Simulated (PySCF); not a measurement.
# BrTiN, singlet: molecular constants

Method: PySCF, PBE0, basis Ti def2-TZVP, N def2-TZVP, Br def2-TZVP (no relativity, density fitting).

The structure is a higher-order saddle point with 2 imaginary modes (one degenerate set).

Z-matrix (Å, degrees; charge 0 multiplicity 1):
```
Ti
N  1 1.5445
Br 1 2.5225 2 180.00
```

```
Point group                                                                   : C∞v
Bond lengths                                                                  : Ti–Br 2.522 Å, Ti–N 1.544 Å
Bond angles                                                                   : Br–Ti–N 180.0°
Principal quadrupole moments (Buckingham, traceless) about the centre of mass : -17.71, 8.85, 8.85 D Å
Atomisation energy without zero-point energy                                  : 843 kJ/mol
Dipole moment                                                                 : 0.91 D
Principal polarisabilities                                                    : 40.2, 40.2, 83.8 bohr³
Lowest empty level                                                            : -3.12 eV
Rotational constants                                                          : 0.05402 cm⁻¹
Highest occupied level                                                        : -7.42 eV
Zero-point energy (real modes)                                                : 8.6 kJ/mol
```

Harmonic modes (masses in u: Ti 47.948, N 14.003, Br 78.918):
| symmetry | ω (cm⁻¹) | IR (km/mol, summed over degenerate members) | μ (u) | type |
| --- | --- | --- | --- | --- |
| π | 150i | – | 20.73 | bend |
| σ+ | 256 | 30.4 | 42.11 | stretch |
| σ+ | 1178 | 308 | 16.70 | stretch |

In C∞v the vibrations span π + 2σ+.

Charges (e):
```csv
atom,Mulliken,Löwdin,polar tensor,Mayer order to Ti1
Ti1,0.94,0.36,1.87,–
N2,-0.44,-0.23,-1.12,3.03
Br3,-0.49,-0.13,-0.75,0.89
```

Mulliken populations on Ti1: s 6.26, p 12.24, d 2.53, f 0.03.

Outer orbital energies (eV). occupied: -20.46, -18.91, -9.42, -8.94, -8.94, -7.97, -7.97, -7.42; empty: -3.12, -3.12, -2.65, -0.94.

Stability towards spin polarisation was not tested. Only a few start shapes were tried, so a lower isomer may exist. At this level a singlet minimum of Cs symmetry lies 38 kJ/mol below this structure.

The final relaxation and frequency run took about 3 core-minutes on a shared host.
